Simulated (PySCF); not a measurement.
## Spin-rotation constants: `n1c(OC)csc1C(C)=O`, C6H7NO2S

Cartesian coordinates in Å; atom numbers follow the order of the lines, from 1:
```xyz
17

C    -2.432    1.003   -0.808
O    -2.490   -0.197   -0.059
C    -1.308   -0.689    0.334
C    -1.189   -1.851    1.068
S     0.452   -2.182    1.394
C     0.875   -0.734    0.521
C     2.277   -0.338    0.381
C     2.486    0.932   -0.397
O     3.171   -0.997    0.861
N    -0.145   -0.084    0.040
H    -1.968    1.802   -0.226
H    -1.860    0.859   -1.727
H    -3.464    1.257   -1.042
H    -1.979   -2.487    1.409
H     1.954    1.744    0.092
H     3.546    1.161   -0.458
H     2.067    0.816   -1.393
```

Level of theory: GIAO wB97X-D/cc-pVDZ magnetisability, rotational g tensor and spin-rotation constants, non-relativistic, gas phase (PySCF 2.14.0). Geometry: GFN2-xTB.

Give the nuclear spin-rotation constants along the inertial axes (H = +C I·J) beside the isotropic shieldings.

Rotational constants 1.9265, 0.8776, 0.6075 GHz. A star marks the isotopologue with that one atom substituted, in its own axes.
| atom | isotope | Caa (kHz) | Cbb (kHz) | Ccc (kHz) | mean (kHz) | σ (ppm) |
| --- | --- | --- | --- | --- | --- | --- |
| N10 | 14N | 0.548 | 0.146 | 0.020 | 0.238 | -41.0 |
| H11 | 1H | -0.138 | -0.070 | -0.001 | -0.070 | 27.8 |
| H12 | 1H | -0.139 | -0.071 | 0.000 | -0.070 | 27.9 |
| H13 | 1H | 0.118 | -0.100 | -0.063 | -0.015 | 28.0 |
| H14 | 1H | -0.071 | 0.025 | -0.070 | -0.039 | 25.5 |
| H15 | 1H | -0.167 | -0.067 | -0.011 | -0.082 | 29.1 |
| H16 | 1H | 0.015 | -0.069 | -0.073 | -0.043 | 29.9 |
| H17 | 1H | -0.168 | -0.067 | -0.010 | -0.082 | 29.1 |
| C1 | 13C* | 0.397 | 0.111 | 0.120 | 0.209 | 144.1 |
| O2 | 17O* | -0.158 | -0.168 | -0.039 | -0.122 | 258.1 |
| C3 | 13C* | 0.847 | 0.297 | 0.145 | 0.430 | 38.2 |
| C4 | 13C* | 0.615 | 0.285 | 0.079 | 0.326 | 92.0 |
| S5 | 33S* | 0.821 | 0.315 | 0.166 | 0.434 | 292.2 |
| C6 | 13C* | 0.867 | 0.337 | 0.131 | 0.445 | 32.0 |
| C7 | 13C* | 0.926 | 0.405 | 0.120 | 0.483 | 11.0 |
| C8 | 13C* | 0.290 | 0.099 | 0.090 | 0.160 | 171.2 |
| O9 | 17O* | -1.730 | -0.576 | -0.017 | -0.774 | -246.9 |

For the geometry as given, no vibrational averaging.
